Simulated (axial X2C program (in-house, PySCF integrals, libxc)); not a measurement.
TeBr at several levels of theory

All values were computed with an axial X2C code built on PySCF integrals. Spin-free means the one-electron spin-free X2C Hamiltonian; two-component (2c) means X2C with spin–orbit coupling and atomic mean-field two-electron Coulomb and Gaunt terms, so the difference of the two also holds small scalar two-electron terms. Basis: Te dyall-cv3z [11s12p8d4f1g], Br dyall-cv3z [8s9p6d4f1g] (cores contracted in-house); Gaussian nuclei, density fitting, unrestricted open shells. Masses: Te 129.906 u, Br 78.918 u.

The run was started with this input:
```json
{
 "zs": [
  52,
  35
 ],
 "q": 0,
 "bas": [
  "dyall-cv3z",
  "dyall-cv3z"
 ],
 "levels": [
  "PBE0",
  "HF",
  "PBE50"
 ],
 "cc": true,
 "r0": 2.5,
 "thr": -1.0,
 "nmax": 90,
 "npts": 10,
 "nst": 2,
 "ntry": 6
}
```
```bash
python so2c.py task.json out
```

Keys: zs atomic numbers; q charge; bas basis sets; levels methods; cc coupled cluster on or off; r0 starting distance in Å; thr threshold in hartree for freezing inner shells (an s shell follows its p shell); nmax most natural virtual spinors; npts points on the curve; nst determinants followed; ntry starts of the search. HF also brings MP2.

State, spin-free: M_S = 1/2, Λ = 1 (beyond evenly filled blocks: π+α, π+β, π-α); electrons by block: σα: 18, σβ: 18, π+α: 10, π+β: 10, π-α: 10, π-β: 9, δ+α: 3, δ+β: 3, δ-α: 3, δ-β: 3. Fragments: Te + Br.

State, 2c: Ω = 3/2 (⟨Sz⟩ = 0.51, ⟨Lz⟩ = 0.99 at PBE0); electrons by block: 1/2: 28, -1/2: 28, 3/2: 13, -3/2: 12, 5/2: 3, -5/2: 3. Fragments: Te + Br.

```tsv
Hamiltonian	level	Re (Å)	ωe (cm⁻¹)	ωexe (cm⁻¹)	Be (cm⁻¹)	αe (cm⁻¹)	De (eV)	D0 (eV)	μ (D)
spin-free	PBE0	2.457	276.4	0.608	0.05688	0.000168	2.46	2.45	-0.95
spin-free	PBE50	2.436	287.8	0.586	0.05786	0.000164	2.27	2.25	-1.08
2c	PBE0	2.468	269.3	0.654	0.0564	0.000176	2.39	2.37	-1.11
2c	HF	2.484	268.4	0.732	0.05566	0.000176	n/a	n/a	-1.71
2c	PBE50	2.445	281.3	0.634	0.05742	0.000171	n/a	n/a	-1.23
```

Dipoles are positive if Br is the positive end.

The state is one determinant whose occupation by symmetry is held fixed; it was picked as the lowest of a PBE0 search that is not exhaustive. De is counted from the lowest determinant-based energies of the atoms at the same level, without counterpoise correction. De is not given where an atomic determinant may have missed its ground term or J level, or where the truncated virtual space spoils (T). Density functionals use the spin component along the axis (collinear). Without a current term, density functionals place determinants with orbital angular momentum somewhat too high. Some points did not converge and are left out. The determinant is spin-polarised beyond a pure state at some levels (its spin-free form has ⟨S²⟩ too high), which makes Re and μ there less reliable.

No reliable constants came from CCSD (2c), CCSD (spin-free), CCSD(T) (2c), CCSD(T) (spin-free), HF (spin-free), MP2 (2c), MP2 (spin-free): no minimum in range, unconverged points, a curve that is not smooth, a change of character along it, or the two Hamiltonians disagreeing along it.

Rough cost a point (2c) on 1 thread(s) of a shared host, integrals apart: PBE0 1.2 s, HF 2.2 s, PBE50 1.4 s.

The whole task took 3.3 min on 1 thread of Arm Neoverse V1, on a shared host.
